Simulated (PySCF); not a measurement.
Ru(CO)3 (C₃O₃Ru), SMILES [O+]#[C-]->[Ru](<-[C-]#[O+])<-[C-]#[O+], multiplicity 1.

The structure is a stationary point at PBE0-D3(BJ)/def2-SVP. The spin state was assumed, not searched. The def2 effective core potentials stand for the cores of Ru; spin–orbit coupling is left out.

Method: M06-2X/def2-TZVP (PySCF).

The molecule is in vacuum.

| Item | Value |
|---|---|
| total energy | -434.83491 hartree |
| point group | Cs |
| highest occupied level | -7.77 eV |
| lowest empty level | -2.22 eV |
| orbital gap | 5.55 eV |
| dipole moment | 2.69 D |
| quadrupole, principal values (traceless, Buckingham form, about the centre of nuclear charge) | -5.99, 0.55, 5.44 D·Å |
| mean static polarisability | 79.8 bohr³ (11.82 Å³) |
| polarisability, principal values | 54.4, 71.4, 113.5 bohr³ |
